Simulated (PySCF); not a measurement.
C₇H₁₁F.
Geometry (GFN2-xTB, Å), atoms numbered from 1 in this order:
```xyz
19
C7H11F angstrom
F     -0.950   -2.030    0.904
C     -1.149   -0.997    0.019
C     -2.097    0.103    0.503
C     -1.051    1.150    0.089
C     -0.010    0.031   -0.086
C      0.971    0.008   -1.266
C      2.150   -0.096   -0.285
C      1.167   -0.070    0.895
H     -1.424   -1.457   -0.935
H     -3.065    0.151    0.011
H     -2.238    0.052    1.580
H     -1.292    1.646   -0.849
H     -0.811    1.901    0.839
H      0.957    0.917   -1.865
H      0.850   -0.850   -1.924
H      2.723   -1.016   -0.370
H      2.835    0.749   -0.317
H      1.158   -0.976    1.498
H      1.266    0.792    1.552
```

Four sets of settings were typed for PySCF runs (density fitting) on one GFN2-xTB geometry. Runs with no stated cap are allowed at least 80 cycles.

Problem. One run ended without self-consistency. Which?
A. PBE0/6-31G*, grid level 3
B. PW91/STO-3G
C. PBE0/3-21G, energy threshold 0.001 Eh, DIIS off, at most 50 cycles
D. BHandHLYP/MINI, level shift 0.3 Eh

Solution. C. The energy swings between two values 2 Eh apart, cycle after cycle, with a gradient of 9.7e+00 at cycle 50; DIIS was off. Go back to DIIS. Its energy and orbitals aren't self-consistent and shouldn't be used.

The end of its output:
```
cycle  40  E = -168.3705058936  dE = -1.958e+00  |g| = 9.697e+00  |ddm| = 8.614e+01
cycle  41  E = -166.4123316880  dE =  1.958e+00  |g| = 1.088e+01  |ddm| = 8.614e+01
cycle  42  E = -168.3705058935  dE = -1.958e+00  |g| = 9.697e+00  |ddm| = 8.614e+01
cycle  43  E = -166.4123316880  dE =  1.958e+00  |g| = 1.088e+01  |ddm| = 8.614e+01
cycle  44  E = -168.3705058935  dE = -1.958e+00  |g| = 9.697e+00  |ddm| = 8.614e+01
cycle  45  E = -166.4123316880  dE =  1.958e+00  |g| = 1.088e+01  |ddm| = 8.614e+01
cycle  46  E = -168.3705058934  dE = -1.958e+00  |g| = 9.697e+00  |ddm| = 8.614e+01
cycle  47  E = -166.4123316880  dE =  1.958e+00  |g| = 1.088e+01  |ddm| = 8.614e+01
cycle  48  E = -168.3705058934  dE = -1.958e+00  |g| = 9.697e+00  |ddm| = 8.614e+01
cycle  49  E = -166.4123316880  dE =  1.958e+00  |g| = 1.088e+01  |ddm| = 8.614e+01
cycle  50  E = -168.3705058934  dE = -1.958e+00  |g| = 9.697e+00  |ddm| = 8.614e+01
SCF not converged, last energy = -168.3705058934
```

The others met their thresholds:

```tsv
settings	basis functions	SCF cycles	E (Eh)	HOMO (eV)	LUMO (eV)	dipole (D)
BHandHLYP/MINI, level shift 0.3 Eh	51	11	-370.0582	-11.12	3.86	1.37
PBE0/6-31G*, grid level 3	134	12	-372.7263	-7.55	2.42	1.49
PW91/STO-3G	51	12	-368.2769	-2.90	6.14	0.71
```

Cycle counts include a coarse-grid stage where the run had one. All basis functions are spherical, in the Pople sets too.
